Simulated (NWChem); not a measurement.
System: CH₄N₂OSi; SMILES N#CO[SiH2]N

Input file for NWChem:

```
start job
memory heap 200 mb stack 900 mb global 1100 mb
geometry units angstroms noautosym nocenter noautoz
  N      0.253619     2.864924     0.196696
  C     -0.099427     1.757810     0.157239
  O     -0.514493     0.551645     0.117973
  Si     0.460040    -0.866436    -0.110673
  N     -0.518869    -2.251374    -0.097562
  H      1.100481    -0.694766    -1.437447
  H      1.403008    -0.885614     1.034062
  H     -0.872819    -2.649828     0.764141
  H     -1.077099    -2.521217    -0.898901
end
basis spherical
  N library 6-31g*
  C library 6-31g*
  O library 6-31g*
  Si library 6-31g*
  H library 6-31g*
end
dft
  xc m05-2x
  iterations 150
end
cosmo
  do_cosmo_smd true
  solvent water
end
task dft energy
```

NWChem printed, in part:

```
             Northwest Computational Chemistry Package (NWChem) 7.3.0
             --------------------------------------------------------

                             Geometry "geometry" -> ""
                             -------------------------

 Output coordinates in angstroms (scale by  1.889725989 to convert to a.u.)

  No.       Tag          Charge          X              Y              Z
 ---- ---------------- ---------- -------------- -------------- --------------
    1 N                    7.0000     0.25361900     2.86492400     0.19669600
    2 C                    6.0000    -0.09942700     1.75781000     0.15723900
    3 O                    8.0000    -0.51449300     0.55164500     0.11797300
    4 Si                  14.0000     0.46004000    -0.86643600    -0.11067300
    5 N                    7.0000    -0.51886900    -2.25137400    -0.09756200
    6 H                    1.0000     1.10048100    -0.69476600    -1.43744700
    7 H                    1.0000     1.40300800    -0.88561400     1.03406200
    8 H                    1.0000    -0.87281900    -2.64982800     0.76414100
    9 H                    1.0000    -1.07709900    -2.52121700    -0.89890100

 Effective nuclear repulsion energy (a.u.)     207.2216510279

                                 NWChem DFT Module
                                 -----------------

 Summary of "ao basis" -> "ao basis" (spherical)
 ------------------------------------------------------------------------------
       Tag                 Description            Shells   Functions and Types
 ---------------- ------------------------------  ------  ---------------------
 N                           6-31g*                  6       14   3s2p1d
 C                           6-31g*                  6       14   3s2p1d
 O                           6-31g*                  6       14   3s2p1d
 Si                          6-31g*                  8       18   4s3p1d
 H                           6-31g*                  2        2   2s

 in cosmo_initialize ...
 calling solv_data for solv:h2o

 solvent parameters
 solvname_short: h2o
 solvname_long:  water
 dielec:       78.4000
 dielecinf:     1.7769
 aqueous SMD model solvent descriptors
 dielec:       78.4000
 sola:          0.8200

          ---------------
          -cosmo- solvent
          ---------------
 Cosmo: York-Karplus, doi: 10.1021/jp992097l
 dielectric constant -eps-     =  78.40
 screen = (eps-1)/(eps    )    =   0.98724
 surface charge correction     = lagrangian

   van der Waals surface
 --------------------------

 ---------- ATOMIC COORDINATES (A.U.) ------------ VDWR(ANG.) --
     1    0.47927042    5.41392134    0.37170154     1.890
     2   -0.18788979    3.32177924    0.29713862     1.850
     3   -0.97225079    1.04245789    0.22293664     1.520
     4    0.86934954   -1.63732663   -0.20914164     2.470
     5   -0.98052023   -4.25447996   -0.18436545     1.890
     6    2.07960755   -1.31291737   -2.71638095     1.200
     7    2.65130068   -1.67356779    1.95409384     1.200
     8   -1.64938875   -5.00744884    1.44401711     1.200
     9   -2.03542197   -4.76440929   -1.69867658     1.200
 number of segments per atom =        128
 number of   points per atom =        128
 atom (   nspa,  nppa )
 ----------------------
    1 (     94,     0 )       0
    2 (     54,     0 )       0
    3 (     31,     0 )       0
    4 (     84,     0 )       0
    5 (     59,     0 )       0
    6 (     33,     0 )       0
    7 (     33,     0 )       0
    8 (     43,     0 )       0
    9 (     47,     0 )       0
 number of -cosmo- surface points =      478
 molecular surface =    127.424 angstrom**2
 molecular volume  =    109.440 angstrom**3
 -lineq- algorithm             =   0
 -bem- low  level              =   3
 -bem- from -octahedral-
 gaussian surface charge width =   4.50000
 degree of switching           =   1.00000
 switching function tolerance  =   0.00010
 atomic radii =
 --------------
    1  7.000  1.890
    2  6.000  1.850
    3  8.000  1.520
    4 14.000  2.470
    5  7.000  1.890
    6  1.000  1.200
    7  1.000  1.200
    8  1.000  1.200
    9  1.000  1.200
 ...... end of -cosmo- initialization ......

[...]

                                COSMO-SMD solvation results
                                ---------------------------

             internal energy in gas <Psi(g)|H|Psi(g)> =      -514.692793292895
         internal energy in solvent <Psi(s)|H|Psi(s)> =      -514.690212405391
                               delta internal energy  =         0.002580887504 (    1.62 kcal/mol)
   total free energy in solvent <Psi(s)|H+V/2|Psi(s)> =      -514.710354459009
 polarization energy contribution <Psi(s)|V/2|Psi(s)> =        -0.020142053618 (  -12.64 kcal/mol)
    total free energy in solvent including G(SMD-CDS) =      -514.700199026931
                       G(SMD-CDS) energy contribution =         0.010155432078 (    6.37 kcal/mol)
     1 M fixed-concentration free energy of solvation =        -0.007405734037 (   -4.65 kcal/mol)

                       DFT Final Molecular Orbital Analysis
                       ------------------------------------

 Vector   21  Occ=2.000000D+00  E=-3.840545D-01
              MO Center=  1.1D-03,  1.9D+00,  1.5D-01, r^2= 2.4D+00
   Bfn.  Coefficient  Atom+Function         Bfn.  Coefficient  Atom+Function
  ----- ------------  ---------------      ----- ------------  ---------------
     3      0.404235  1 N  px                31     -0.311534  3 O  px
    17      0.295135  2 C  px                 7      0.271984  1 N  px
    35     -0.249609  3 O  px                21      0.149121  2 C  px
     4     -0.143513  1 N  py                49      0.097751  4 Si px
     8     -0.097040  1 N  py                50     -0.087406  4 Si py

 Vector   22  Occ=2.000000D+00  E=-3.687082D-01
              MO Center=  1.2D-01,  1.5D+00,  1.1D-01, r^2= 3.0D+00
   Bfn.  Coefficient  Atom+Function         Bfn.  Coefficient  Atom+Function
  ----- ------------  ---------------      ----- ------------  ---------------
     5      0.402774  1 N  pz                33     -0.363217  3 O  pz
    37     -0.304971  3 O  pz                 9      0.275393  1 N  pz
    19      0.238529  2 C  pz                76     -0.151306  6 H  s
    78      0.151768  7 H  s                 23      0.139575  2 C  pz
    51      0.118033  4 Si pz                75     -0.098962  6 H  s

 Vector   23  Occ=2.000000D+00  E=-3.480605D-01
              MO Center= -3.9D-01, -2.1D+00, -1.0D-01, r^2= 1.5D+00
   Bfn.  Coefficient  Atom+Function         Bfn.  Coefficient  Atom+Function
  ----- ------------  ---------------      ----- ------------  ---------------
    63      0.409205  5 N  px                64     -0.360002  5 N  py
    67      0.352458  5 N  px                68     -0.321459  5 N  py
    54     -0.101620  4 Si py                32     -0.081243  3 O  py
    36     -0.081593  3 O  py                34      0.079972  3 O  s
    65     -0.078104  5 N  pz                66      0.077183  5 N  s

 Vector   24  Occ=0.000000D+00  E= 6.752287D-02
              MO Center=  6.6D-01, -4.8D-01, -1.1D-01, r^2= 4.7D+00
   Bfn.  Coefficient  Atom+Function         Bfn.  Coefficient  Atom+Function
  ----- ------------  ---------------      ----- ------------  ---------------
    54      1.135373  4 Si py                 6     -0.657829  1 N  s
    22      0.515502  2 C  py                20      0.484303  2 C  s
    66      0.412301  5 N  s                 34     -0.405436  3 O  s
    52      0.300296  4 Si s                 50      0.294626  4 Si py
     8      0.271172  1 N  py                67      0.270664  5 N  px

 Vector   25  Occ=0.000000D+00  E= 8.358252D-02
              MO Center=  4.4D-02, -6.5D-01, -4.3D-02, r^2= 5.2D+00
   Bfn.  Coefficient  Atom+Function         Bfn.  Coefficient  Atom+Function
  ----- ------------  ---------------      ----- ------------  ---------------
    53      0.979226  4 Si px                66      0.911461  5 N  s
    54      0.386263  4 Si py                34      0.348251  3 O  s
    52     -0.293986  4 Si s                 49      0.286313  4 Si px
    20     -0.251458  2 C  s                 76     -0.248742  6 H  s
    78     -0.248101  7 H  s                 68      0.232908  5 N  py

 Vector   26  Occ=0.000000D+00  E= 1.147107D-01
              MO Center=  1.9D-02,  1.4D+00,  1.1D-01, r^2= 4.1D+00
   Bfn.  Coefficient  Atom+Function         Bfn.  Coefficient  Atom+Function
  ----- ------------  ---------------      ----- ------------  ---------------
    21      0.566888  2 C  px                48     -0.551211  4 Si s
    52      0.494930  4 Si s                  7     -0.476538  1 N  px
    66     -0.465412  5 N  s                 17      0.431990  2 C  px
    53     -0.362500  4 Si px                 3     -0.350524  1 N  px
     8      0.232838  1 N  py                50     -0.202563  4 Si py

     Multipole analysis of the density
     ---------------------------------

     L   x y z        total         alpha         beta         nuclear
     -   - - -        -----         -----         ----         -------
     0   0 0 0     -0.000000    -23.000000    -23.000000     46.000000

     1   1 0 0     -0.479007     -0.640952     -0.640952      0.802897
     1   0 1 0     -2.777187     -1.741349     -1.741349      0.705512
     1   0 0 1     -0.152715     -0.542732     -0.542732      0.932748

     2   2 0 0    -25.858958    -35.384568    -35.384568     44.910178
     2   1 1 0      1.567787    -12.402576    -12.402576     26.372938
     2   1 0 1      0.218377      0.856349      0.856349     -1.494320
     2   0 2 0    -35.815529   -266.211524   -266.211524    496.607519
     2   0 1 1     -1.063249    -17.187161    -17.187161     33.311073
     2   0 0 2    -25.118770    -22.015726    -22.015726     18.912682
```

Level: M05-2X/6-31G* (spherical d), SMD on the gas-phase geometry. Coordinates come from a PBE0/def2-SVP optimisation. Solvent: water.
